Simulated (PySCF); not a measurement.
Level of theory: PBE-D3(BJ)/def2-TZVP // r2SCAN-D4/def2-TZVP run with PySCF. Gas-phase values, no solvent. 

Reference species (SMILES): `[SiH3][GaH][SiH3]` (neutral, multiplicity 1).

```json
{
  "HOMO": "-6.30 eV",
  "HOMO–LUMO gap": "3.11 eV",
  "LUMO": "-3.19 eV",
  "dipole_moment": "0.18 D"
}
```

Changed species: `[SiH3][Ga]([SiH3])[SiH3]` (whole molecule; the reference has whole molecule).

Q: Predict the effect on the HOMO, HOMO–LUMO gap, LUMO and dipole moment.

A: the HOMO is nearly the same; the HOMO–LUMO gap falls by 0.18 eV, to 2.93 eV; the LUMO drops by 0.19 eV, to -3.38 eV; the dipole moment falls by 0.15 D, to 0.03 D.
